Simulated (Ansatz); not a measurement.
System: CF (charge 0, doublet). SMILES: [C]F
Geometry: optimised at B3LYP-D3(BJ)/def2-TZVP (Ansatz, a quantum-chemistry and plane-wave program).

Computed values are from Ansatz. Valence correlation only, unless marked. UHF or UKS for open shells. Spin-orbit coupling is left out. Non-relativistic. CBS marks a two-point X^-3 extrapolation of the correlation energy; Hartree-Fock from the larger set (for Q and 5 zeta extrapolated as (X+1)exp(-9√X)).

| Property | Value |
|---|---|
| atomisation energy De | 132.2 kcal/mol at CCSD(T)/CBS(cc-pVQZ,cc-pV5Z) |
| vertical ionisation energy (to the singlet) | 9.54 eV at CCSD(T)/CBS(aug-cc-pVTZ,aug-cc-pVQZ) |
| vertical electron affinity (to the triplet; negative means unbound) | 0.11 eV at CCSD(T)/CBS(aug-cc-pVTZ,aug-cc-pVQZ) |
| total energy | -137.6699 Eh at CCSD(T)/CBS(cc-pVQZ,cc-pV5Z) |
| dipole moment | 0.68 D at CCSD(T)/aug-cc-pVDZ |
| T1 diagnostic | 0.019 at CCSD/cc-pV5Z |
